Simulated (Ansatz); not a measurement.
Gas-phase electronic energies from Ansatz, PBE0-D4/def2-TZVP geometries. CCSD(T)/CBS adds triple-zeta CCSD(T) − MP2 to the extrapolated MP2 energy (def2 sets, frozen cores). This one scheme is used for every species. DFT in def2-TZVPP. def2 core potentials past Kr. For In outer-core shells are correlated without core-valence functions, which leaves a few kJ/mol of doubt a bond. Each species was taken in one conformer, which may not be the lowest.

Reaction (ligand exchange at a B–C bond): `[SiH3]B[CH2][InH2]` + `C=N` → `C=NB[SiH3]` + `[CH3][InH2]`

`[SiH3]B[CH2][InH2]`:

```xyz
12

Si    0.541    1.136   -1.131
B    -0.475    0.918    0.602
C    -1.432   -0.213    0.673
In    0.557   -1.423    0.567
H     1.303   -0.195   -1.283
H    -0.272    1.174   -2.377
H     1.621    2.153   -1.204
H    -0.131    1.515    1.582
H    -1.884   -0.668   -0.209
H    -1.969   -0.458    1.589
H     1.923   -1.114    1.550
H     0.219   -2.824   -0.359
```

`C=N`:

Cartesian coordinates in Å:
```
C 0.327 0.019 0.212
N -0.914 -0.158 0.080
H 1.017 0.257 -0.605
H 0.768 -0.068 1.207
H -1.197 -0.049 -0.894
```

`C=NB[SiH3]`:

Cartesian coordinates in Å:
```
C 0.449 -0.627 -2.075
N -0.079 -0.010 -1.134
B -0.626 0.638 -0.091
Si -0.028 0.171 1.778
H 0.019 -1.558 -2.453
H 1.357 -0.259 -2.557
H -1.456 1.475 -0.309
H -1.183 -0.298 2.595
H 0.539 1.369 2.460
H 1.009 -0.899 1.785
```

`[CH3][InH2]`:

Cartesian coordinates in Å:
```
C 0.435 0.909 0.056
In -0.490 -1.033 -0.042
H 1.268 0.921 0.759
H 0.815 1.175 -0.934
H -0.294 1.669 0.344
H 0.340 -2.438 0.534
H -2.075 -1.203 -0.717
```

```csv
level,ΔE (kcal/mol)
revPBE-D4,-17.4
BLYP-D4,-20.9
r2SCANh-D4,-16.9
r2SCAN0-D4,-16.4
B2PLYP,-18.7
BLYP,-23.9
RPA@PBE/def2-TZVPP,-11.9
HF/CBS(def2),-21.2
```

What does CCSD(T)/CBS give? (Estimate.)

Computed: -11.9 kcal/mol. The listed levels differ from it by -5.5, -9.0, -5.0, -4.5, -6.8, -12.0, 0.0, -9.3 kcal/mol.

Largest T1 diagnostic among the species: 0.017.

At CCSD(T), def2-SVP lies −6.4 kcal/mol from the extrapolated value and def2-TZVPP −1.6 kcal/mol. The D4 term adds +2.5 kcal/mol with B3LYP and +1.3 kcal/mol with PBE0; it sums over pairs of atoms, weighted by their polarisabilities, and B3LYP, whose exchange is more repulsive, gets the larger term.

B3LYP here is the variant with VWN-RPA as its local correlation; programs differ in this.
